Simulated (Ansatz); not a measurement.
BF₂H₄NSi (`FB(F)N[SiH3]`). Charge 0, multiplicity 1. All single points use the PBE0-D4/def2-TZVP geometry. It is one conformer, not always the lowest.

```xyz
9

F     2.231   -1.611   -0.082
B     1.330   -0.681   -0.377
F     1.554    0.069   -1.453
N     0.182   -0.480    0.402
Si   -1.071    0.702    0.123
H     0.077   -1.087    1.201
H    -2.038    0.556    1.239
H    -0.509    2.075    0.118
H    -1.757    0.459   -1.170
```

What is the dipole moment at ωB97M-V/def2-TZVPP? (Estimate.)

Ansatz gave: 2.09 D, with components (-1.51, -0.09, 1.44) D in this frame, pointing from negative to positive charge.

And with PBE, r2SCAN, B3LYP? (Best estimate.)

The calculation gave: PBE 2.05 D, r2SCAN 2.08 D, B3LYP 2.13 D.

Give the Mulliken charges with ωB97M-V, PBE, B3LYP in def2-TZVPP. (Best estimate.)

Ansatz gave: 
| atom | ωB97M-V | PBE | B3LYP |
| --- | --- | --- | --- |
| F1 | -0.25 | -0.22 | -0.25 |
| B2 | 0.47 | 0.37 | 0.46 |
| F3 | -0.26 | -0.23 | -0.27 |
| N4 | -0.25 | -0.20 | -0.25 |
| Si5 | 0.25 | 0.28 | 0.35 |
| H6 | 0.12 | 0.16 | 0.15 |
| H7 | -0.03 | -0.06 | -0.07 |
| H8 | -0.02 | -0.05 | -0.06 |
| H9 | -0.02 | -0.05 | -0.06 |

B3LYP here is the variant with VWN-RPA as its local correlation; programs differ in this.
